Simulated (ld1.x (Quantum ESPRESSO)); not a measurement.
# Plane-wave convergence, PAW potential for rhenium (Re)

ld1.x (Quantum ESPRESSO) 7.5 input, shortened:

```
&input
   title='Re', zed=75., rel=1, dft='PBE', iswitch=3,
   config='[Xe] 4f14 5d4 6s0 6p0'
 /
 &inputp
   pseudotype=3, lpaw=.true., tm=.true., lloc=-1, rcloc=1.18,
   nlcc=.false.,
   which_augfun='BG', rmatch_augfun=1.40
 /
6
6S  1  0   0.00   0.00  1.55  2.15  0.0
6S  1  0   0.00  -1.25  1.55  2.15  0.0
6P  2  1   0.00   0.00  2.25  2.95  0.0
6P  2  1   0.00  -0.85  2.25  2.95  0.0
5D  3  2   4.00   0.00  2.15  2.60  0.0
5D  3  2   0.00  -1.90  2.15  2.60  0.0
 &test
   configts(1)='5d4 6s0 6p0'
 /
```

The pseudo-atom Hamiltonian at the reference potential is diagonalised in spherical Bessel functions j_l(qr) that vanish at 20 bohr, with q² up to the cutoff. All-electron valence levels (Ry): 6s -2.1615, 6p -1.5781, 5d -2.4298.

**Question.** How do the lowest levels (Ry) of each channel move with the cutoff, and are there ghosts?

**Answer.**

```
cutoff (Ry)      s #1     s #2     s #3     s #4      p #1     p #2     p #3     d #1     d #2     f #1  Σ f·Δε (mRy)
          8  -10.3574  -2.1581  -0.9378  -0.5204   -1.5780  -0.7369  -0.4355  -2.3661  -0.8391  -0.7240         254.9
         10  -10.6964  -2.1606  -0.9401  -0.5216   -1.5780  -0.7370  -0.4355  -2.4057  -0.8613  -0.7327          96.5
         12  -10.9981  -2.1607  -0.9404  -0.5218   -1.8435  -1.5780  -0.7369  -2.4232  -0.8864  -0.7400          26.6
         15  -11.3308  -2.1609  -0.9404  -0.5218   -6.1542  -1.5780  -0.7370  -2.4287  -0.9093  -0.7492           4.6
         21  -12.4755  -2.1614  -0.9405  -0.5218  -11.3694  -1.5781  -0.7370  -2.4295  -0.9208  -0.7591           1.4
         25  -13.0117  -2.1614  -0.9405  -0.5218  -14.2694  -1.5781  -0.7370  -2.4297  -0.9223  -0.7652           0.5
         30  -13.7356  -2.1615  -0.9405  -0.5218  -16.3092  -1.5781  -0.7370  -2.4298  -0.9367  -0.7701           0.2
         35  -14.2584  -2.1615  -0.9405  -0.5219  -17.6796  -1.5781  -0.7370  -2.4298  -1.0585  -0.7740           0.1
        400  -15.2284  -2.2442  -2.1615  -0.9405  -19.6824  -1.5781  -0.7370  -2.4299  -1.4179  -0.7821           0.0
```

Result: ghost states, extra bound levels that the all-electron valence spectrum of the same l lacks: p at -267.8 eV, s at -207.2 eV, s at -30.5 eV (a true bound ghost makes a file unfit for plane-wave use); 10 mRy is reached at 15 Ry and 1 mRy at 25 Ry.

Test run stopped at test 4 of 7 (negative rho), 2 before it not solved.
